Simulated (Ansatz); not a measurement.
Ideal-gas functions of ClH3NNbO2, SMILES `[NH]=[Nb]([OH])([OH])[Cl]` at 298.15 K and 1 bar, from an Ansatz frequency run at PBE0-D4/def2-TZVP.

Molar mass 177.39 g/mol, point group Cs (symmetry number 1), electronic degeneracy 1, moments of inertia 158.359, 267.366, 284.109 u Å². Harmonic wavenumbers (cm⁻¹, unscaled): 132, 150, 181, 230, 230, 261, 355, 367, 413, 450, 498, 533, 709, 713, 1035, 3660, 3897, 3901.

Use S(trans) = R[1.5 ln M + 2.5 ln T − 1.1517]; rotational temperatures θ = 24.2544 K / I; S(rot) = R[ln(√π/σ · √(T³/θAθBθC)) + 1.5]; for each mode x = 1.438777 ν̃/T, S = R[x/(eˣ − 1) − ln(1 − e⁻ˣ)] and H = RT x/(eˣ − 1); 1 cm⁻¹ = 0.0119627 kJ/mol; R = 8.31446 J/(mol·K).

Q: By hand: the entropy, in J/(mol·K).

A: Translation 173.4. Rotation: θ = 0.1532, 0.0907, 0.0854 K, giving 116.3. Vibration, mode by mode: 12.20, 11.18, 9.70, 7.86, 7.86, 6.92, 4.79, 4.57, 3.83, 3.33, 2.77, 2.43, 1.24, 1.22, 0.34, 0.00, 0.00, 0.00, in all 80.2. Electronic 0.0. Sum 369.9 J/(mol·K).

Q: By hand: H − E and G − E in kJ/mol, counted from the electronic energy.

A: Zero-point energy ½ × 17715 × 0.0119627 = 106.0; thermal vibration 14.0; translation, rotation and pV give 4 RT = 9.9. H − E = 129.9 kJ/mol, and G − E = 129.9 − 298.15 × 369.9/1000 = 19.6 kJ/mol.

Vibration gives 22 % of the entropy, 12.2 J/(mol·K) of it from the mode under 150 cm⁻¹: soft modes count most, and the harmonic formula is weakest for them. The sum counts one conformer and one mirror image; others add a mixing term.
